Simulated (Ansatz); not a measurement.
Ideal-gas functions of H3SbTe (`[SbH2][TeH]`) at 298.15 K and 1 bar, from an Ansatz frequency run at PBE0-D4/def2-TZVP.

Molar mass 252.38 g/mol, point group Cs (symmetry number 1), electronic degeneracy 1, moments of inertia 8.529, 486.319, 488.858 u Å². Harmonic wavenumbers (cm⁻¹, unscaled): 188, 190, 478, 546, 604, 846, 1962, 1966, 2154.

Use S(trans) = R[1.5 ln M + 2.5 ln T − 1.1517]; rotational temperatures θ = 24.2544 K / I; S(rot) = R[ln(√π/σ · √(T³/θAθBθC)) + 1.5]; for each mode x = 1.438777 ν̃/T, S = R[x/(eˣ − 1) − ln(1 − e⁻ˣ)] and H = RT x/(eˣ − 1); 1 cm⁻¹ = 0.0119627 kJ/mol; R = 8.31446 J/(mol·K).

Task: By hand: the entropy, in J/(mol·K).

Result: Translation 177.8. Rotation: θ = 2.8438, 0.0499, 0.0496 K, giving 108.9. Vibration, mode by mode: 9.40, 9.32, 2.99, 2.31, 1.85, 0.72, 0.01, 0.01, 0.00, in all 26.6. Electronic 0.0. Sum 313.3 J/(mol·K).

Task: By hand: H − E and G − E in kJ/mol, counted from the electronic energy.

Result: Zero-point energy ½ × 8934 × 0.0119627 = 53.4; thermal vibration 4.8; translation, rotation and pV give 4 RT = 9.9. H − E = 68.1 kJ/mol, and G − E = 68.1 − 298.15 × 313.3/1000 = -25.3 kJ/mol.

Vibration gives 8 % of the entropy.
